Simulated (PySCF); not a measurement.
**Fractional electron number in Mn²⁺ (manganese, charge +2)**

The 3d alpha orbital of [Ar] 3d5 is emptied in steps (occupation f), with all orbitals relaxed, ending at [Ar] 3d4. Calculation: PySCF 2.14, in def2-TZVPPD (6s6p4d2f1g, 67 functions); no relativity, point nucleus. The exact energy is a straight line in f; departures are measured from the line between the end points of the same method.

Question: Among UHF, LDA, PBE, which shows the largest delocalisation error (convex curve), and which is closest to linear?

Answer: Most convex: LDA (-2.155 eV at f = 0.5); closest to linear: UHF (0.572 eV).

| f | UHF (eV) | LDA (eV) | PBE (eV) |
| --- | --- | --- | --- |
| 1 | 0.000 | 0.000 | 0.000 |
| 0.75 | 0.445 | -1.597 | -1.560 |
| 0.5 | 0.572 | -2.155 | -2.103 |
| 0.25 | 0.414 | -1.636 | -1.593 |
| 0 | 0.000 | 0.000 | 0.000 |

```
method  E(f=0) − E(f=1) (eV)  −ε at f=1 (eV)  −ε at f=0.5 (eV)
   UHF                32.582          35.050            32.498
   LDA                34.626          26.222            34.521
   PBE                34.242          26.017            34.155
```

Reference removal energy between the ground levels: 33.668 ± 0.012 eV (measured; NIST Atomic Spectra Database, ionization energies). The calculation has no spin-orbit coupling. The determinant left behind need not be the lowest term of the ion. UHF lacks correlation.
